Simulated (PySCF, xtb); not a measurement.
C5H4O, SMILES C1C=CC(=O)C=1.

Harmonic wavenumbers (cm⁻¹) from GFN2-xTB in xtb 6.7.1 at its own minimum, in rising order: 168, 427, 464, 619, 647, 728, 786, 834, 874, 876, 879, 1012, 1060, 1072, 1080, 1213, 1274, 1590, 1640, 1775, 3126, 3133, 3164, 3164.

### Question
What does PBE0-D3(BJ)/def2-SVP in PySCF 2.14.0 give at its own minimum? (Estimate from the structure and the level; the computed values follow.)

### Answer
213, 459, 469, 654, 665, 737, 746, 856, 866, 980, 986, 989, 1075, 1079, 1159, 1307, 1355, 1630, 1694, 1876, 3237, 3247, 3279, 3281. Paired by order, the mean absolute difference is 57 cm⁻¹ and the zero-point energies are 45.2 and 46.9 kcal/mol.
